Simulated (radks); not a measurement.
Effect of the nuclear size on neutral fluorine, [He] 2s2 2p5. Calculated with a radial shooting solver on a logarithmic mesh with Libxc functionals: Dirac Kohn-Sham, BLYP, spin-unpolarised, spherical densities, finite nucleus; open shells are shared between the two j in proportion to 2j + 1; Fermi nuclear charge, rms radius 2.8976 fm. The rms radius is varied about that value; shifts are against it.

\begin{tabular}{lrrr}
rms radius (fm) & total energy shift (eV) & density at nucleus (e/bohr^3) & 1s1/2 shift (meV) \\ \hline
2.4659 & -0.000198 & 466.4 & -0.080 \\
2.6339 & -0.000124 & 466.2 & -0.050 \\
2.8976 & 0 & 466 & 0.000 \\
3.0106 & 0.0000569 & 465.9 & 0.023 \\
3.3612 & 0.000247 & 465.6 & 0.100 \\
\end{tabular}

Slopes of the eigenvalues against <r^2> in GHz/fm^2, as finite differences over the two radii next to the reference (eigenvalue slopes, not the field-shift constants of lines): 1s1/2 8.35.
